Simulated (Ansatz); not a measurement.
A search over several starts for the lowest SCF solution of the cluster Mg4H3 at the given spin, in a small basis.

```yaml
crystal:
  periodic: [false, false, false]
  atoms:
    - {symbol: Mg, position_ang: [-1.360473, 1.146437, -0.236491]}
    - {symbol: Mg, position_ang: [0.962409, -1.472542, 0.354240]}
    - {symbol: Mg, position_ang: [1.431277, 1.512631, 1.076519]}
    - {symbol: Mg, position_ang: [1.191923, 0.625860, -1.912668]}
    - {symbol: H, position_ang: [-2.957457, 1.767720, -0.301472]}
    - {symbol: H, position_ang: [-0.614227, -0.494033, 0.226221]}
    - {symbol: H, position_ang: [1.346558, -3.086083, 0.793651]}
basis:
  gaussian: {orbitals: def2-SVP, initial_orbitals: start.molden}
magnetization: {spin_polarized: true, initial_magnetization: 1}
hamiltonian: {xc: pbe0, dispersion: d4}
output: {orbitals: {seedname: orbitals}}
```

The file start.molden holds the orbitals of an earlier run on this structure, at another level or in another basis.

```sh
$ ansatz run in.yaml --threads 4 --pin off --events-out ev --progress --plain --max-ram 3916MiB
```

Shortened log:

```
Functional definition: PBE0
729 factors; integrals over basis functions are off by at most 5.5e-4 eV
mean field evaluation 1: about -21782.6895 eV, gradient 5.3e1 eV
mean field evaluation 2: about -21793.2399 eV, gradient 1.7e1 eV
mean field evaluation 4: about -21805.0263 eV, gradient 4.7e0 eV
mean field evaluation 8: about -21805.6345 eV, gradient 1.3e-3 eV
mean field evaluation 16: about -21805.5383 eV, gradient 1.5e-1 eV
mean field evaluation 32: about -21804.7826 eV, gradient 2.9e0 eV
mean field -21805.63447256 eV, -801.3422864768 hartree, gradient 4.2e-5 eV, S^2 0.769831; 7 other end points of the search recorded, 0 dependent functions left out
reference -21805.63451637 eV, -801.3422880866 hartree; 26, 25 occupied and 61, 62 virtual orbitals, 729 factors
Total energy: -21805.79953967 eV, -801.3483525810 hartree
```

It took 4.2 s on 4 threads of Arm Neoverse V2 on a shared host.

The structure comes from a short search, and lower isomers may exist.
